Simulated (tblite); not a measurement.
A geometry optimisation, step by step.

Species: C3H9NSi2.
Numbering: `[CH3:1][C:2]#[C:3][Si@@H:4]([NH2:5])[SiH3:6]` (hydrogens: H7, H8, H9 on C1; H10 on Si4; H11, H12 on N5; H13, H14, H15 on Si6)

Computed with GFN2-xTB (tblite), gas phase: L-BFGS steps from a force-field or distance-geometry start until the largest atomic force falls under 0.01 eV/Å. 13 of its 67 geometries are shown.

Step 0: E = -471.2717 eV, largest atomic force 2.737 eV/Å
```
atom  x, y, z in Å  |  force x, y, z in eV/Å
C1      3.199   -0.562   -0.503   -0.624   0.326   0.018
C2      1.823   -0.146   -0.170    2.563  -0.782  -0.557
C3      0.718    0.183    0.124   -1.963   0.572   0.721
Si4    -1.032    0.735    0.538    0.485  -1.672   1.560
N5     -1.476    1.895   -0.614    0.343   0.754  -1.422
Si6    -2.443   -1.123    0.635    0.120   0.206  -0.039
H7      3.887   -0.301    0.299   -0.101   0.054   0.096
H8      3.249   -1.635   -0.662   -0.116  -0.115   0.010
H9      3.534   -0.063   -1.413   -0.087   0.021   0.015
H10    -1.034    1.446    1.846    0.150  -0.033  -0.252
H11    -0.848    2.688   -0.532   -0.359   0.231  -0.173
H12    -1.303    1.515   -1.548   -0.425   0.380   0.162
H13    -2.485   -1.809   -0.673   -0.071  -0.008   0.229
H14    -3.825   -0.724    0.991    0.242  -0.170  -0.071
H15    -1.969   -2.092    1.659   -0.157   0.235  -0.296
```

Step 6: E = -471.4521 eV, largest atomic force 0.340 eV/Å
```
atom  x, y, z in Å  |  force x, y, z in eV/Å
C1      3.191   -0.556   -0.507    0.044  -0.003  -0.003
C2      1.846   -0.156   -0.158    0.039  -0.032   0.017
C3      0.733    0.165    0.171    0.028  -0.121   0.223
Si4    -1.002    0.677    0.585    0.120   0.199  -0.072
N5     -1.415    1.867   -0.617    0.078   0.150  -0.295
Si6    -2.438   -1.109    0.624    0.055   0.076  -0.054
H7      3.866   -0.294    0.306    0.061   0.010   0.019
H8      3.229   -1.634   -0.660    0.003  -0.038  -0.024
H9      3.521   -0.056   -1.417   -0.021   0.013  -0.015
H10    -1.005    1.451    1.834    0.104   0.019   0.025
H11    -0.889    2.732   -0.562   -0.180  -0.106   0.035
H12    -1.354    1.554   -1.580   -0.163   0.044   0.177
H13    -2.497   -1.816   -0.648   -0.045  -0.117  -0.146
H14    -3.803   -0.746    0.983   -0.159   0.029   0.020
H15    -1.989   -2.070    1.625    0.035  -0.122   0.094
```

Step 11: E = -471.4828 eV, largest atomic force 0.140 eV/Å
```
atom  x, y, z in Å  |  force x, y, z in eV/Å
C1      3.200   -0.560   -0.506   -0.009  -0.008   0.018
C2      1.859   -0.168   -0.141    0.019  -0.029   0.072
C3      0.758    0.123    0.251   -0.059   0.032   0.025
Si4    -0.975    0.696    0.579   -0.063  -0.085  -0.005
N5     -1.390    1.865   -0.634   -0.121   0.007   0.070
Si6    -2.432   -1.098    0.608   -0.032  -0.049  -0.003
H7      3.877   -0.292    0.305    0.087  -0.048  -0.059
H8      3.228   -1.638   -0.666    0.091   0.000  -0.013
H9      3.510   -0.051   -1.419    0.010  -0.018   0.022
H10    -0.959    1.464    1.835    0.041   0.036  -0.040
H11    -0.938    2.764   -0.572   -0.024   0.001  -0.070
H12    -1.421    1.571   -1.598   -0.022   0.025   0.044
H13    -2.514   -1.841   -0.661    0.000   0.063   0.064
H14    -3.814   -0.752    0.977    0.094   0.008  -0.053
H15    -1.994   -2.076    1.619   -0.012   0.065  -0.072
```

Step 16: E = -471.4946 eV, largest atomic force 0.116 eV/Å
```
atom  x, y, z in Å  |  force x, y, z in eV/Å
C1      3.205   -0.566   -0.499    0.028  -0.018   0.018
C2      1.864   -0.181   -0.109    0.043  -0.032   0.030
C3      0.760    0.114    0.279    0.045   0.019  -0.105
Si4    -0.981    0.694    0.576    0.080   0.034   0.013
N5     -1.424    1.872   -0.623   -0.008  -0.028   0.016
Si6    -2.432   -1.098    0.600    0.021   0.036  -0.006
H7      3.911   -0.306    0.289    0.008   0.003   0.025
H8      3.255   -1.641   -0.672   -0.026  -0.013   0.007
H9      3.505   -0.053   -1.414   -0.073   0.023   0.011
H10    -0.932    1.478    1.821   -0.014   0.017  -0.006
H11    -0.963    2.768   -0.589   -0.011   0.005   0.058
H12    -1.455    1.579   -1.587   -0.079  -0.063  -0.021
H13    -2.521   -1.837   -0.662    0.010  -0.003  -0.061
H14    -3.805   -0.745    0.962   -0.045   0.039  -0.001
H15    -1.994   -2.070    1.606    0.021  -0.020   0.020
```

Step 22: E = -471.5047 eV, largest atomic force 0.058 eV/Å
```
atom  x, y, z in Å  |  force x, y, z in eV/Å
C1      3.224   -0.581   -0.485   -0.001  -0.004   0.001
C2      1.891   -0.208   -0.065   -0.013   0.025  -0.045
C3      0.777    0.118    0.262   -0.026   0.017   0.013
Si4    -0.960    0.697    0.576   -0.023   0.003   0.015
N5     -1.454    1.864   -0.610    0.029  -0.013  -0.027
Si6    -2.426   -1.087    0.588    0.017   0.014  -0.001
H7      3.951   -0.320    0.284    0.006  -0.007   0.007
H8      3.273   -1.652   -0.674    0.012  -0.013   0.009
H9      3.470   -0.046   -1.403    0.047  -0.018   0.001
H10    -0.908    1.502    1.807    0.006  -0.021   0.016
H11    -1.002    2.766   -0.587   -0.033  -0.031  -0.012
H12    -1.529    1.566   -1.571   -0.047   0.006   0.033
H13    -2.520   -1.825   -0.678    0.020   0.032  -0.004
H14    -3.802   -0.722    0.942    0.019   0.013  -0.003
H15    -1.988   -2.064    1.592   -0.013  -0.004  -0.002
```

Step 28: E = -471.5096 eV, largest atomic force 0.110 eV/Å
```
atom  x, y, z in Å  |  force x, y, z in eV/Å
C1      3.233   -0.590   -0.478    0.025   0.003  -0.025
C2      1.897   -0.206   -0.070    0.054  -0.017   0.009
C3      0.786    0.128    0.259    0.055  -0.009  -0.004
Si4    -0.950    0.701    0.585    0.023  -0.024  -0.038
N5     -1.462    1.846   -0.607   -0.086   0.036   0.059
Si6    -2.413   -1.076    0.583   -0.037  -0.047   0.010
H7      3.966   -0.333    0.287   -0.067   0.014   0.034
H8      3.287   -1.663   -0.666   -0.047   0.009   0.013
H9      3.489   -0.059   -1.395    0.038  -0.012  -0.029
H10    -0.890    1.502    1.816    0.003   0.013   0.024
H11    -1.043    2.761   -0.596    0.020   0.031  -0.055
H12    -1.616    1.553   -1.557    0.004  -0.015   0.007
H13    -2.503   -1.793   -0.696    0.015   0.023   0.017
H14    -3.789   -0.697    0.928    0.017  -0.003  -0.006
H15    -1.996   -2.066    1.583   -0.016  -0.002  -0.017
```

Step 33: E = -471.5158 eV, largest atomic force 0.061 eV/Å
```
atom  x, y, z in Å  |  force x, y, z in eV/Å
C1      3.247   -0.597   -0.480   -0.001  -0.010   0.024
C2      1.912   -0.199   -0.088   -0.018   0.033  -0.033
C3      0.803    0.145    0.240   -0.004   0.015  -0.009
Si4    -0.937    0.703    0.588    0.009   0.026   0.004
N5     -1.507    1.844   -0.585    0.015   0.010  -0.016
Si6    -2.405   -1.072    0.586    0.028   0.037  -0.006
H7      3.958   -0.342    0.306    0.019   0.011   0.012
H8      3.285   -1.673   -0.650   -0.012  -0.014  -0.007
H9      3.537   -0.083   -1.397   -0.014  -0.008   0.020
H10    -0.879    1.494    1.830    0.030  -0.007  -0.041
H11    -1.069    2.751   -0.625    0.004  -0.003   0.003
H12    -1.692    1.530   -1.526   -0.009  -0.009   0.060
H13    -2.474   -1.749   -0.714   -0.017  -0.038   0.006
H14    -3.774   -0.668    0.916   -0.015  -0.028   0.001
H15    -2.009   -2.077    1.577   -0.015  -0.015  -0.017
```

Step 38: E = -471.5178 eV, largest atomic force 0.047 eV/Å
```
atom  x, y, z in Å  |  force x, y, z in eV/Å
C1      3.255   -0.605   -0.472    0.003   0.009  -0.015
C2      1.920   -0.192   -0.096    0.012  -0.009   0.016
C3      0.814    0.157    0.232   -0.016   0.015  -0.023
Si4    -0.924    0.709    0.588   -0.025  -0.008   0.011
N5     -1.524    1.845   -0.573    0.006   0.014   0.013
Si6    -2.395   -1.061    0.581   -0.022  -0.029  -0.010
H7      3.965   -0.348    0.315   -0.009  -0.020   0.000
H8      3.285   -1.681   -0.644   -0.003   0.005   0.027
H9      3.550   -0.096   -1.390    0.024   0.006  -0.016
H10    -0.855    1.497    1.826    0.028   0.027   0.026
H11    -1.090    2.751   -0.639    0.016   0.010  -0.006
H12    -1.751    1.516   -1.497   -0.017   0.007  -0.024
H13    -2.467   -1.739   -0.720   -0.007  -0.015   0.006
H14    -3.768   -0.662    0.906    0.003  -0.011  -0.003
H15    -2.020   -2.083    1.562    0.009   0.001  -0.003
```

Step 44: E = -471.5192 eV, largest atomic force 0.026 eV/Å
```
atom  x, y, z in Å  |  force x, y, z in eV/Å
C1      3.257   -0.604   -0.472   -0.008  -0.002   0.013
C2      1.921   -0.185   -0.101    0.000   0.007  -0.009
C3      0.812    0.167    0.216    0.001  -0.011  -0.004
Si4    -0.926    0.713    0.592    0.009  -0.007  -0.017
N5     -1.528    1.850   -0.568   -0.008   0.003   0.006
Si6    -2.396   -1.064    0.577   -0.002  -0.009   0.005
H7      3.962   -0.353    0.321   -0.003   0.008  -0.001
H8      3.279   -1.682   -0.633   -0.004   0.007  -0.009
H9      3.564   -0.101   -1.390   -0.007  -0.015   0.020
H10    -0.834    1.504    1.829    0.003  -0.004   0.000
H11    -1.085    2.752   -0.647    0.010  -0.009   0.001
H12    -1.771    1.517   -1.486   -0.012   0.021  -0.008
H13    -2.469   -1.748   -0.721    0.002   0.006   0.003
H14    -3.770   -0.669    0.903    0.003  -0.004  -0.004
H15    -2.021   -2.088    1.557    0.016   0.008   0.004
```

Step 50: E = -471.5200 eV, largest atomic force 0.031 eV/Å
```
atom  x, y, z in Å  |  force x, y, z in eV/Å
C1      3.255   -0.605   -0.467    0.002   0.001  -0.011
C2      1.920   -0.177   -0.109   -0.016  -0.013   0.012
C3      0.807    0.168    0.202    0.001  -0.003  -0.002
Si4    -0.928    0.712    0.587   -0.005   0.015  -0.010
N5     -1.534    1.857   -0.564    0.010   0.004  -0.018
Si6    -2.394   -1.068    0.578    0.014   0.015   0.003
H7      3.956   -0.352    0.329   -0.004  -0.011   0.007
H8      3.271   -1.683   -0.628    0.007  -0.010   0.019
H9      3.572   -0.110   -1.385    0.005   0.020  -0.017
H10    -0.822    1.502    1.827   -0.010  -0.019  -0.023
H11    -1.070    2.748   -0.649    0.000   0.004   0.009
H12    -1.789    1.532   -1.484   -0.011   0.004   0.026
H13    -2.468   -1.751   -0.720    0.007  -0.008  -0.006
H14    -3.770   -0.677    0.900   -0.003  -0.005   0.010
H15    -2.009   -2.087    1.559    0.005   0.007   0.001
```

Step 55: E = -471.5206 eV, largest atomic force 0.027 eV/Å
```
atom  x, y, z in Å  |  force x, y, z in eV/Å
C1      3.257   -0.608   -0.463    0.004  -0.008   0.006
C2      1.921   -0.180   -0.109    0.010  -0.008  -0.016
C3      0.806    0.168    0.192   -0.004   0.001  -0.005
Si4    -0.927    0.714    0.578   -0.003  -0.008   0.007
N5     -1.541    1.863   -0.561    0.002   0.015   0.007
Si6    -2.389   -1.066    0.576   -0.010  -0.009  -0.011
H7      3.955   -0.358    0.336    0.001   0.006   0.000
H8      3.270   -1.687   -0.618    0.015  -0.002  -0.011
H9      3.578   -0.113   -1.381   -0.005  -0.010   0.013
H10    -0.809    1.497    1.818   -0.015   0.006   0.014
H11    -1.068    2.748   -0.652   -0.003   0.020  -0.018
H12    -1.830    1.544   -1.472   -0.003   0.006  -0.002
H13    -2.462   -1.751   -0.721    0.008  -0.008   0.000
H14    -3.767   -0.682    0.897    0.002  -0.003   0.013
H15    -1.998   -2.082    1.557    0.002   0.004   0.003
```

Step 60: E = -471.5213 eV, largest atomic force 0.023 eV/Å
```
atom  x, y, z in Å  |  force x, y, z in eV/Å
C1      3.257   -0.613   -0.458   -0.001  -0.003   0.000
C2      1.918   -0.184   -0.119   -0.016  -0.004   0.014
C3      0.801    0.166    0.175    0.003   0.002  -0.007
Si4    -0.930    0.716    0.569    0.004   0.020   0.001
N5     -1.543    1.880   -0.558   -0.004  -0.002   0.009
Si6    -2.387   -1.070    0.572    0.017   0.013   0.007
H7      3.947   -0.359    0.347   -0.002   0.005   0.007
H8      3.275   -1.692   -0.610    0.007  -0.008  -0.008
H9      3.587   -0.120   -1.373    0.007  -0.002  -0.009
H10    -0.807    1.490    1.815   -0.007  -0.003   0.003
H11    -1.059    2.757   -0.662    0.001   0.000   0.005
H12    -1.865    1.568   -1.459   -0.003  -0.002  -0.014
H13    -2.453   -1.761   -0.723   -0.009  -0.006   0.005
H14    -3.765   -0.694    0.905    0.004  -0.006  -0.007
H15    -1.981   -2.074    1.560   -0.001  -0.003  -0.005
```

Step 66: E = -471.5215 eV, largest atomic force 0.007 eV/Å
```
atom  x, y, z in Å  |  force x, y, z in eV/Å
C1      3.257   -0.615   -0.458    0.000  -0.002   0.000
C2      1.916   -0.188   -0.118   -0.001  -0.001  -0.007
C3      0.800    0.166    0.171    0.001   0.005   0.003
Si4    -0.930    0.719    0.567   -0.001   0.000   0.002
N5     -1.544    1.883   -0.558   -0.001   0.000   0.003
Si6    -2.384   -1.069    0.572    0.002  -0.002   0.001
H7      3.945   -0.359    0.348   -0.001  -0.003   0.001
H8      3.278   -1.694   -0.612    0.000  -0.003   0.004
H9      3.587   -0.122   -1.372   -0.003   0.002   0.001
H10    -0.811    1.489    1.816    0.000   0.000  -0.003
H11    -1.057    2.759   -0.662   -0.003   0.004   0.000
H12    -1.867    1.572   -1.460    0.002   0.001  -0.002
H13    -2.454   -1.764   -0.720   -0.001  -0.001  -0.001
H14    -3.763   -0.697    0.905    0.000   0.003  -0.003
H15    -1.978   -2.073    1.559    0.005  -0.003   0.002
```

Q: Summarise the path.

A: The energy falls by 0.2498 eV from step 0 to step 66; nine tenths of that is first reached at step 18. It rises by more than 0.2 meV at step 1. The largest force goes from 2.737 to 0.007 eV/Å. Among the bonds Si4–N5 changes most, from 1.694 to 1.732 Å; the atoms move by 0.193 Å rms after alignment.

Q: Follow the three bonds and two angles with the largest change from start to end.

A: 
| step | E above end (eV) | largest force (eV/Å) | Si4–N5 (Å) | Si4–Si6 (Å) | C1–C2 (Å) | Si4–N5–H12 (°) | Si4–N5–H11 (°) |
| --- | --- | --- | --- | --- | --- | --- | --- |
| 0 | 0.2498 | 2.737 | 1.694 | 2.334 | 1.476 | 108.8 | 108.5 |
| 3 | 0.1248 | 0.452 | 1.750 | 2.307 | 1.454 | 109.7 | 109.3 |
| 6 | 0.0694 | 0.340 | 1.741 | 2.292 | 1.445 | 115.5 | 115.0 |
| 9 | 0.0468 | 0.239 | 1.733 | 2.302 | 1.442 | 118.8 | 117.0 |
| 11 | 0.0388 | 0.140 | 1.735 | 2.311 | 1.444 | 118.6 | 116.8 |
| 14 | 0.0309 | 0.149 | 1.741 | 2.311 | 1.448 | 117.5 | 116.7 |
| 17 | 0.0254 | 0.146 | 1.737 | 2.305 | 1.449 | 118.4 | 117.8 |
| 20 | 0.0185 | 0.091 | 1.735 | 2.308 | 1.446 | 118.5 | 117.5 |
| 23 | 0.0163 | 0.056 | 1.736 | 2.308 | 1.447 | 118.3 | 117.3 |
| 26 | 0.0140 | 0.094 | 1.732 | 2.303 | 1.449 | 119.5 | 118.0 |
| 29 | 0.0106 | 0.095 | 1.731 | 2.302 | 1.447 | 120.2 | 118.1 |
| 32 | 0.0065 | 0.079 | 1.734 | 2.304 | 1.447 | 119.2 | 118.2 |
| 34 | 0.0053 | 0.043 | 1.734 | 2.302 | 1.448 | 119.2 | 118.6 |
| 37 | 0.0040 | 0.046 | 1.732 | 2.301 | 1.448 | 119.0 | 119.0 |
| 40 | 0.0032 | 0.046 | 1.732 | 2.303 | 1.447 | 118.1 | 119.0 |
| 43 | 0.0024 | 0.034 | 1.732 | 2.306 | 1.448 | 118.4 | 119.2 |
| 46 | 0.0021 | 0.027 | 1.732 | 2.307 | 1.448 | 118.7 | 119.2 |
| 49 | 0.0017 | 0.036 | 1.733 | 2.307 | 1.447 | 118.8 | 118.8 |
| 52 | 0.0012 | 0.042 | 1.733 | 2.304 | 1.448 | 118.8 | 118.3 |
| 55 | 0.0009 | 0.027 | 1.731 | 2.304 | 1.447 | 119.1 | 118.4 |
| 57 | 0.0006 | 0.030 | 1.731 | 2.304 | 1.447 | 119.2 | 118.6 |
| 60 | 0.0002 | 0.023 | 1.732 | 2.305 | 1.447 | 119.2 | 118.9 |
| 63 | 0.0001 | 0.022 | 1.731 | 2.305 | 1.448 | 119.1 | 118.8 |
| 66 | 0.0000 | 0.007 | 1.732 | 2.304 | 1.447 | 119.2 | 118.7 |

The cost below is that of the whole relaxation. Time: 0.73 s. Hardware: Intel Xeon Platinum 8259CL at 2.50 GHz, one thread, shared host with 48 logical CPUs at a one-minute load of 32.
